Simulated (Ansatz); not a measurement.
CH8FNSi2, SMILES `N[SiH](F)C[SiH3]`. Charge 0, multiplicity 1.

Z-matrix (Å, degrees):
```
Si
F 1 1.608
C 1 1.853 2 107.6
N 1 1.700 2 113.5 3 -121.3
H 1 1.481 2 105.2 3 121.2
Si 3 1.874 1 114.1 2 -173.4
H 3 1.096 1 109.3 2 -51.2
H 3 1.095 1 108.3 2 64.5
H 4 1.007 1 122.1 2 79.7
H 4 1.006 1 121.5 2 -73.5
H 6 1.488 3 110.8 1 -167.8
H 6 1.487 3 110.7 1 -47.7
H 6 1.487 3 110.2 1 72.5
```

Give the diagnostics of a CCSD(T)/def2-TZVPP run (frozen core, Ansatz 0.2.0). (Estimate.)

Ansatz gave: T1 = 0.0110, largest single amplitude 0.011, largest double 0.017, (T) share of the correlation energy 3.3 %, 9 CCSD cycles. The RHF solution is stable towards an unrestricted one. T1 lies under the customary mark of 0.02 for closed shells.
